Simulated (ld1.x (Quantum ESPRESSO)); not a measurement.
Cl, ultrasoft: configuration errors across variants

* Element: Cl (Z = 17)
* Generator: ld1.x (Quantum ESPRESSO) 7.5
* Type: ultrasoft
* Functional: revPBE
* Relativity: non-relativistic
* Frozen core: [Ne]
* Valence charge: 7
* Reference configuration: 3s2 3p5
* Partial waves: 3s (bound): rcut 1.00, rcutus 1.10 bohr; 3s channel at -0.65 Ry: rcut 1.00, rcutus 1.10 bohr; 3p (bound): rcut 0.90, rcutus 1.25 bohr; 3p channel at 1.05 Ry: rcut 0.90, rcutus 1.25 bohr; 3d channel at -0.15 Ry: rcut 0.65, rcutus 0.85 bohr; 3d channel at 2.45 Ry: rcut 0.65, rcutus 0.85 bohr
* Local potential: all-electron potential smoothed inside 1.20 bohr (lloc = -1)
* Core correction: Bessel-smoothed model core, default radius (core density twice the valence density)
* Augmentation charge: PSQ, inside the norm-conserving radii

All-electron excitation energies from the reference (eV): (1) 3s2 3p4 13.860; (2) 3s2 3p3 39.296; (3) 3s2 3p2 77.587; (4) 3s2 3p4.5 5.574; (5) 3s1 3p6 11.987; (6) 3s2 3p5.3 -2.131; (7) 3s2 3p1 129.796.

The default core radius of the base comes out at 0.79 bohr.

5 further variants failed, have other tests or another functional or relativity, and are left out.

A true bound ghost makes a file unfit for plane-wave use even where its test errors are small: the radial tests pick states by their node count and pass the ghost by.

Errors AE − PS in meV (a dash: test not solved or not reliable):

| change | (1) | (2) | (3) | (4) | (5) | (6) | (7) | bound ghosts |
| --- | --- | --- | --- | --- | --- | --- | --- | --- |
| base | +0.1 | +0.4 | -0.6 | 0.0 | -1.2 | 0.0 | -7.2 | s |
| waves 3d channel at -0.15 Ry: rcut 0.65, rcutus 0.82 bohr; 3d channel at 2.45 Ry: rcut 0.65, rcutus 0.82 bohr | +0.1 | +0.4 | -0.6 | 0.0 | -1.2 | 0.0 | -7.2 | s |
| core correction none | -0.7 | -3.1 | -9.0 | -0.2 | -0.9 | 0.0 | -21 | s |
| waves 3p (bound): rcut 0.90, rcutus 1.92 bohr; 3p channel at 1.05 Ry: rcut 0.90, rcutus 1.92 bohr | +0.4 | +2.9 | +9.7 | +0.1 | -1.8 | 0.0 | +20 | s |
| local potential all-electron potential smoothed inside 0.70 bohr (lloc = -1) | +0.2 | +0.7 | +0.5 | 0.0 | -1.2 | 0.0 | -4.4 | s |
| wave 3d channel at 2.45 Ry: rcut 0.65, rcutus 0.85 bohr becomes 3d channel at -0.09 Ry: rcut 0.65, rcutus 0.85 bohr | +0.1 | +0.4 | -0.6 | 0.0 | -1.2 | 0.0 | -7.2 | s |

Q: Give the same row for: all radii but the core radius scaled by about 1.24 (s 1.36, p 1.54, d 1.06 bohr, rcut 1.24/1.12/0.80); local potential all-electron potential smoothed inside 1.48 bohr (lloc = -1).

A: +0.5, +4.3, +17, +0.1, -1.7, 0.0, +46; bound ghosts: none.
